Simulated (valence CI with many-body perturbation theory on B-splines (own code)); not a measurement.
Which ion has this spectrum?

A relativistic CI+MBPT calculation for an atom or ion with 7 electrons gives these levels (eV):

```csv
J,Parity,E,g
3/2,odd,0.000,2.00
5/2,odd,2.396,1.20
3/2,odd,2.398,0.80
3/2,odd,3.594,1.33
1/2,odd,3.596,0.67
1/2,even,10.315,2.67
3/2,even,10.320,1.73
5/2,even,10.326,1.60
1/2,even,10.670,0.67
3/2,even,10.680,1.33
1/2,even,10.934,2.67
3/2,even,10.937,1.73
5/2,even,10.938,1.60
1/2,odd,11.593,2.00
```

The energies are calculated, with errors of about 85 cm⁻¹, more in some levels.

(1) Which is it?
A. O+
B. F2+
C. N
D. Ne3+

Results:

(1) C. N, ground level 2s2 2p3 4S°_3/2.
